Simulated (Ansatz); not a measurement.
Reaction (cleavage of the Si–Si bond): `C[SiH2][SiH2][AsH2]` + PH₃ → `C[SiH2]P` + `[SiH3][AsH2]`

Gas-phase electronic energies from Ansatz, PBE0-D4/def2-TZVP geometries. CCSD(T)/CBS adds triple-zeta CCSD(T) − MP2 to the extrapolated MP2 energy (def2 sets, frozen cores). This one scheme is used for every species. Functionals use def2-TZVPP. For As outer-core shells are correlated without core-valence functions, which leaves a few kJ/mol of doubt a bond. Scalar relativity is left out up to krypton. One conformer a species, not always the lowest.

```csv
species,B2PLYP energy (Eh)
`C[SiH2][SiH2][AsH2]`,-2857.75976
PH₃,-343.02212
`C[SiH2]P`,-672.91382
`[SiH3][AsH2]`,-2527.87487
```

Problem. Work out ΔE.

Solution. ΔE = (-672.91382) + (-2527.87487) − (-2857.75976) − (-343.02212) = -0.00681 Eh = -0.19 eV. CCSD(T)/CBS gives -0.16 eV.

Largest T1 diagnostic among the species: 0.013.

The D4 term adds +0.05 eV with B3LYP and +0.03 eV with PBE0; it sums over pairs of atoms, weighted by their polarisabilities, and B3LYP, whose exchange is more repulsive, gets the larger term. In def2-TZVPP, CCSD(T) changes the Hartree–Fock value by +0.09 eV (the triples alone add +0.01 eV) and MP2 by +0.04 eV.

B3LYP here is the variant with VWN-RPA as its local correlation; programs differ in this.
